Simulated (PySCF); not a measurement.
What does the PBE0-D3(BJ)/def2-SVP structure of InChI=1S/CH8AsB/c1-2-3/h2H2,1,3H3 look like in three dimensions?

Z-matrix in Å and degrees, rows numbered from 1:
```
B 
As  1  2.0334
C   2  1.9362  1  115.57
H   1  1.2223  2  102.37  3    59.16
H   1  1.2222  2  102.47  3   -59.56
H   1  1.2189  2  105.28  3   179.77
H   2  1.5116  1  118.01  3  -120.69
H   2  1.5116  1  118.11  3   120.83
H   3  1.0974  2  111.80  1  -179.86
H   3  1.0984  2  108.17  1   -58.61
H   3  1.0984  2  108.19  1    58.88
```

B1 (four-coordinate boron) is distorted tetrahedral (angles from 102.4° to 115.1°). As2 (arsenic bonded to B, C and 2 H) is distorted tetrahedral (angles from 98.6° to 118.1°).

Method: PBE0-D3(BJ)/def2-SVP geometry optimisation, gas phase (PySCF).

Point group: Cs (every atom within 0.08 Å of its image). Stationary, but not proved a minimum.

The run took 16 s of wall time on one thread of an Arm Neoverse V1, no GPU (shared host). That covers the optimisation of the geometry.
